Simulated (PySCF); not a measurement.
First SCF of a structure search on singlet NdH₄, at a hand-made tetrahedral geometry. PySCF input:

```python
from pyscf import gto, scf, dft
mol = gto.M(atom='''
Nd     0.000000     0.000000     0.000000
H      1.682100     0.000000     1.189200
H     -1.682100     0.000000     1.189200
H      0.000000     1.682100    -1.189200
H     -0.000000    -1.682100    -1.189200''',
    basis={'Nd': 'def2-TZVP', 'H': 'def2-TZVP'},
    ecp={'Nd': 'def2-TZVP'},
    charge=0, spin=0)
mf = dft.RKS(mol, xc='PBE0')
mf.grids.atom_grid = (50, 194)
mf.grids.prune = None
aux = {'Nd': 'def2-universal-JKFIT', 'H': 'def2-universal-JKFIT'}
mf = mf.density_fit(auxbasis=aux)
mf.conv_tol = 1e-08
mf.diis_space = 10
mf.max_cycle = 60
mf.verbose = 4
# dm0: spherical densities of the free atoms in this basis, scaled to the electron count
mf.diis, mf.max_cycle = scf.ADIIS(), 15
mf.kernel(dm0)
mf.diis, mf.max_cycle = True, 60
mf.kernel(mf.make_rdm1())
```

Excerpt of the output (cycles and frontier levels):

```
init E= -562.742108765538
cycle= 1 E= -560.232393881647  delta_E= 2.51  |g|= 4.18  |ddm|= 2.67
  HOMO = -2.10062699450979  LUMO = -2.06832269154655  gap/eV = 0.87904
cycle= 2 E= -507.965992863259  delta_E= 52.3  |g|= 26.3  |ddm|= 6.79
cycle= 3 E= -203.016269650289  delta_E=  305  |g|= 27.7  |ddm|= 87.5
cycle= 4 E= -543.824584896607  delta_E= -341  |g|= 12.8  |ddm|= 87.3
cycle= 5 E= -203.016269566178  delta_E=  341  |g|= 27.7  |ddm|= 87.3
cycle= 6 E= -556.941520585156  delta_E= -354  |g|= 8.46  |ddm|= 87.2
  HOMO = -0.210490572616779  LUMO = -0.167441194262656  gap/eV = 1.17143
cycle= 7 E= -563.355631816919  delta_E= -6.41  |g|= 0.475  |ddm|= 1.85
  HOMO = -0.304222095706296  LUMO = -0.258512604797268  gap/eV = 1.24382
cycle= 8 E= -562.306848595141  delta_E= 1.05  |g|=  3.3  |ddm|= 1.04
  HOMO = -0.291343998764435  LUMO = -0.210768289617294  gap/eV = 2.19258
cycle= 9 E= -563.31211357571  delta_E= -1.01  |g|= 0.793  |ddm|= 0.582
  HOMO = -0.282393587059177  LUMO = -0.16984252396357  gap/eV = 3.06267
cycle= 10 E= -563.393999975196  delta_E= -0.0819  |g|= 0.195  |ddm|= 0.34
  HOMO = -0.287714192439682  LUMO = -0.195575628003832  gap/eV = 2.50722
cycle= 11 E= -563.380790003035  delta_E= 0.0132  |g|= 0.407  |ddm|= 0.217
  HOMO = -0.285006895355121  LUMO = -0.181648710380256  gap/eV = 2.81252
cycle= 12 E= -563.398820344097  delta_E= -0.018  |g|= 0.0396  |ddm|= 0.125
  HOMO = -0.283421915156955  LUMO = -0.173377866163921  gap/eV = 2.99445
cycle= 13 E= -563.396332746984  delta_E= 0.00249  |g|= 0.162  |ddm|= 0.0847
  HOMO = -0.284922378960325  LUMO = -0.181963788150277  gap/eV = 2.80165
cycle= 14 E= -563.399541856665  delta_E= -0.00321  |g|= 0.0089  |ddm|= 0.0624
  HOMO = -0.284251993547858  LUMO = -0.181338430147179  gap/eV = 2.80042
cycle= 15 E= -563.399796213665  delta_E= -0.000254  |g|= 0.016  |ddm|= 0.0382
SCF not converged.
init E= -563.399796213665
  HOMO = -0.285829459195529  LUMO = -0.189457849260572  gap/eV = 2.62241
cycle= 1 E= -563.397517621552  delta_E= 0.00228  |g|= 0.142  |ddm|= 0.0675
  HOMO = -0.276465920554017  LUMO = -0.13548364419943  gap/eV = 3.83632
cycle= 2 E= -563.335170424412  delta_E= 0.0623  |g|= 0.702  |ddm|= 0.357
  HOMO = -0.284605688504039  LUMO = -0.184495782601056  gap/eV = 2.72413
cycle= 3 E= -563.400079593313  delta_E= -0.0649  |g|= 0.0121  |ddm|= 0.309
  HOMO = -0.284465063598497  LUMO = -0.184252558924547  gap/eV = 2.72692
cycle= 4 E= -563.400125053559  delta_E= -4.55e-05  |g|= 0.00999  |ddm|= 0.0144
  HOMO = -0.284401010670497  LUMO = -0.184401642282701  gap/eV = 2.72112
cycle= 5 E= -563.400166438521  delta_E= -4.14e-05  |g|= 0.00299  |ddm|= 0.0188
  HOMO = -0.284340111822739  LUMO = -0.184680640021831  gap/eV = 2.71187
cycle= 6 E= -563.400173574776  delta_E= -7.14e-06  |g|= 0.00178  |ddm|= 0.0138
  HOMO = -0.284318806445623  LUMO = -0.184558832036663  gap/eV = 2.71461
cycle= 7 E= -563.400173894423  delta_E= -3.2e-07  |g|= 0.00114  |ddm|= 0.00242
  HOMO = -0.284323402921909  LUMO = -0.184642305470419  gap/eV = 2.71246
cycle= 8 E= -563.400174187593  delta_E= -2.93e-07  |g|= 0.000115  |ddm|= 0.00201
  HOMO = -0.284322378849539  LUMO = -0.184642318911997  gap/eV = 2.71243
cycle= 9 E= -563.400174196345  delta_E= -8.75e-09  |g|= 5.47e-05  |ddm|= 0.000383
  HOMO = -0.284326772158641  LUMO = -0.184662855568746  gap/eV = 2.71199
Extra cycle  E= -563.400174177701  delta_E= 1.86e-08  |g|= 0.000389  |ddm|= 0.000173
converged SCF energy = -563.400174177701
```

No lower solution of this spin was found from smeared starts or by a stability analysis within the restricted form, which does not test spin polarisation.

Stability towards spin polarisation was not tested.

The search for the lowest solution, 2 starts and the stability check together, took 53 s on 2 threads of a shared Intel Xeon @ 2.50GHz (Skylake/Cascade Lake) host, with 117 basis functions; the process peaked at 0.81 GiB. Launch command: `OMP_NUM_THREADS=2 python axn.py task.json out`.
